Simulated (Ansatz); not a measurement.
Consider the atomization: `N=CC(N)BF` → B• + 2 C• + F• + 6 H• + 2 N•.

Program: Ansatz. Geometries: PBE0-D4/def2-TZVP. ΔE: electronic, gas phase. CCSD(T)/CBS is the MP2 limit (def2-TZVPP, def2-QZVPP) plus CCSD(T) − MP2 in def2-TZVPP, frozen cores. This one scheme is used for every species, atoms too. DFT in def2-TZVPP. No spin–orbit coupling; open shells (•) take unrestricted orbitals. Spin–orbit coupling would lower the free atoms: a little for B, C, F. Each species was taken in one conformer, which may not be the lowest.

```csv
level,ΔE (kJ/mol)
PBE0-D4,4789.8
ωB97X-V,4773.3
B2PLYP,4723.1
PBE,4894.6
PBE0,4771.4
HF/def2-QZVPP,3350.4
SCS-MP2/def2-QZVPP,4780.6
HF/CBS(def2),3351.6
```

Task: What does CCSD(T)/CBS give? (Best estimate.)

Result: Computed: +4742.1 kJ/mol. The listed levels differ from it by 47.7, 31.2, -19.0, 152.5, 29.3, -1391.7, 38.5, -1390.5 kJ/mol.

Largest T1 diagnostic among the species: 0.014.

From PBE to PBE0 (25 % exact exchange), in def2-TZVPP and without D4, ΔE moves by −123.2 kJ/mol: exact exchange takes away binding that semilocal exchange gives to molecules. In def2-TZVPP, CCSD(T) changes the Hartree–Fock value by +1265.7 kJ/mol (the triples alone add +82.5 kJ/mol) and MP2 by +1372.2 kJ/mol; breaking electron pairs costs correlation energy, which Hartree–Fock lacks.

For atomizations the MP2-based limit and the directly extrapolated one differ by several kJ/mol either way, and by 10 to 25 for some Ge, Se and Sn compounds, so smaller differences from it don't rank the levels.
